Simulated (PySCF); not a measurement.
Vertical excitations of a molecule C₅H₈ from TDDFT-PBE/def2-SVPD in PySCF, as energy in eV (oscillator strength): 6.21 (0.018), 6.34 (0.003), 6.40 (0.429), 6.63 (0.011), 6.73 (0.000), 6.89 (0.005), 7.52 (0.010), 7.66 (0.001), 7.73 (0.000), 7.84 (0.002). Lowest triplet (TDA): 4.25 eV. Coordinates come from a B3LYP-D3(BJ)/def2-SVP optimisation. One conformer was computed; it need not be the lowest.

**Question.** Which molecule gave these data?
A. C1=CCCC1
B. C=C=C(C)C
C. C=CC1CC1
D. C[C@@H]1C=CC1

**Answer.** C, C=CC1CC1
